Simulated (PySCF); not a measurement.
# AsF⁺ at PBE0

Computed with PBE0; As pcseg-1, F pcseg-1; no relativity (PySCF 2.14).

```
state                                                                                                             : ²Π (doublet), unpaired electrons π ↑
bond length                                                                                                       : 1.706 Å
harmonic wavenumber                                                                                               : 799 cm⁻¹
force constant                                                                                                    : 5.70 mdyn/Å
rotational constant Be                                                                                            : 0.3823 cm⁻¹
anharmonicity ωexe                                                                                                : 2.86 cm⁻¹
vibration–rotation constant αe                                                                                    : 0.00208 cm⁻¹
well depth De to As⁺ + F                                                                                          : 4.27 eV
dissociation energy D0                                                                                            : 4.22 eV
bond order (Mayer)                                                                                                : 1.18
dipole moment (positive dipole points towards F; it is taken about the centre of mass and depends on that origin) : -2.62 D
```

Spin–orbit coupling is left out. For an ion De counts to the pair picked by the measured ionisation energies or electron affinities, which need not be the lowest pair at this level. The state is the lowest determinant that a PBE0 search found; another state may lie lower at other levels.
